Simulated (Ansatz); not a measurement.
```xyz
8

O    -0.948    1.125   -0.919
Ge   -0.023   -0.009    0.034
O     0.233   -1.464   -0.897
O     1.525    0.702    0.421
Cl   -1.083   -0.479    1.841
H    -1.180    1.923   -0.436
H    -0.577   -1.956   -1.057
H     2.052    0.159    1.013
```

Total charge 0; spin multiplicity 1.

(1) List the PBE0/def2-TZVPP orbital energies in eV (Ansatz). (Best estimate.)

Answers

(1) Ansatz gave: Occupied: -10861.79, -2767.59, -1359.86, -1209.71, -1209.67, -1209.67, -523.27, -523.27, -523.26, -259.43, -197.71, -197.57, -197.57, -172.79, -122.65, -122.56, -122.56, -35.62, -35.62, -35.55, -35.38, -35.38, -28.82, -27.97, -27.97, -23.11, -16.69, -14.45, -14.44, -13.04, -11.10, -11.10, -10.59, -9.94, -9.94, -9.63, -9.33, -9.32. Lowest empty: -0.61, 1.14, 1.14, 1.41, 3.02, 3.03, 3.24, 5.86.
